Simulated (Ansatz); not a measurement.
`C=CO[Si](F)(F)F` and `F[Si](F)(F)S` differ in one atom or group.

Ansatz, PBE0-D4/def2-TZVP geometries, multiplicity 1. Each molecule was computed in one conformer, which needn't be the lowest.

| property | `C=CO[Si](F)(F)F` |
| --- | --- |
| HOMO energy (B3LYP/def2-TZVPP) / eV | -7.49 |
| LUMO energy (B3LYP/def2-TZVPP) / eV | -0.30 |
| LUMO energy (PBE/def2-TZVPP) / eV | -1.05 |
| HOMO–LUMO gap (ωB97M-V/def2-TZVPP) / eV | 12.09 |
| HOMO energy (PBE/def2-TZVPP) / eV | -6.49 |
| LUMO energy (ωB97M-V/def2-TZVPP) / eV | 2.10 |

Q: What does the change do to each property? (Estimate.)

A: Computed: 
```
                               property  `F[Si](F)(F)S`  shift
    HOMO energy (B3LYP/def2-TZVPP) / eV           -8.28  -0.79
    LUMO energy (B3LYP/def2-TZVPP) / eV           -0.44  -0.14
      LUMO energy (PBE/def2-TZVPP) / eV           -1.09  -0.04
HOMO–LUMO gap (ωB97M-V/def2-TZVPP) / eV           12.51   0.42
      HOMO energy (PBE/def2-TZVPP) / eV           -7.22  -0.73
  LUMO energy (ωB97M-V/def2-TZVPP) / eV            1.74  -0.36
```

With PBE0 the HOMO falls by 0.83 eV and the LUMO falls by 0.11 eV, so the gap widens by about 0.72 eV. PBE moves the HOMO by -0.73 eV and ωB97M-V by -0.77 eV.

B3LYP here is the variant with VWN-RPA as its local correlation; programs differ in this.
